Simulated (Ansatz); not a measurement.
Tl3Cl3⁺. Total charge 1; doublet. Geometry PBE-D4/def2-SVP, basis def2-TZVP, Ansatz.

```xyz
6

Tl    2.255   -1.698    0.948
Tl    0.236    2.118   -3.020
Tl   -2.387   -0.005    1.784
Cl   -1.267    0.956   -0.807
Cl   -0.072   -1.368    2.377
Cl    1.234   -0.003   -1.282
```

```csv
run,HOMO (eV),LUMO (eV)
A,-10.59,-9.00
B,-10.90,-8.55
C,-10.25,-9.30
D,-9.96,-9.28
E,-13.12,-6.49
```

In the def2 sets Tl takes a core potential; there is no spin–orbit coupling. LC-ωPBE has ω = 0.4 bohr⁻¹. In the doublet, Cl4 and Cl6 lie 2.72 Å apart (atoms count from 1), so these atoms are partly bonded to each other. Another isomer (doublet) lies 0.22 eV lower at PBE0-D4/def2-TZVP; other spin states weren't run for this one.

HOMO and LUMO are taken over both spins.

Q: The runs used LC-ωPBE, PBE, PBE0, r2SCAN, r2SCANh. Estimate which is which.

A: A r2SCANh (10 % exact exchange); B PBE0 (25 % exact exchange); C r2SCAN (0 % exact exchange); D PBE (0 % exact exchange); E LC-ωPBE (range-separated). Exact exchange lowers occupied and raises empty levels; among semilocal functionals meta-GGAs tend to open the gap a little, and such runs are hard to tell apart. The gap grows from 0.69 eV (PBE) to 6.62 eV (LC-ωPBE).
